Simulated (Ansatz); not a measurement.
AgF, charge +1, doublet, at a GFN2-xTB geometry (such geometries of metal compounds can be far from the true shape) (the multiplicity is a formal guess) (core potentials on Ag); B3LYP/def2-SVPD in Ansatz (a first-principles code).

The Ansatz input:
Ansatz 0.2 input:
```yaml
crystal:
  periodic: [false, false, false]
  atoms:
    - {symbol: Ag, position_ang: [-0.00000000, -0.00000000, -0.30545203]}
    - {symbol: F, position_ang: [0.00000000, 0.00000000, 1.59513836]}
basis:
  gaussian:
    orbitals: def2-SVPD
hamiltonian:
  xc: b3lyp
total_charge: 1
magnetization: {spin_polarized: true, initial_magnetization: 1}
accuracy: high
```

It wrote (shortened):

```
Functional definition: B3LYP
1041 factors; integrals over basis functions are off by at most 3.4e-9 eV
mean field evaluation 1: about -6694.5161 eV, gradient 5.2e1 eV
mean field evaluation 2: about -6533.4903 eV, gradient 1.7e2 eV
mean field evaluation 4: about -6702.4359 eV, gradient 2.0e1 eV
mean field evaluation 8: about -6703.9255 eV, gradient 6.1e-1 eV
mean field evaluation 16: about -6703.9636 eV, gradient 1.8e-4 eV
mean field evaluation 32: about -6703.6763 eV, gradient 6.2e0 eV
mean field -6703.96364596 eV, -246.3661198793 hartree, gradient 1.8e-8 eV, S^2 0.755771; 1 other end points of the search recorded, 0 dependent functions left out
reference -6703.96367949 eV, -246.3661211113 hartree; 14, 13 occupied and 43, 44 virtual orbitals, 1041 factors
Total energy: -6703.96367949 eV, -246.3661211113 hartree
```
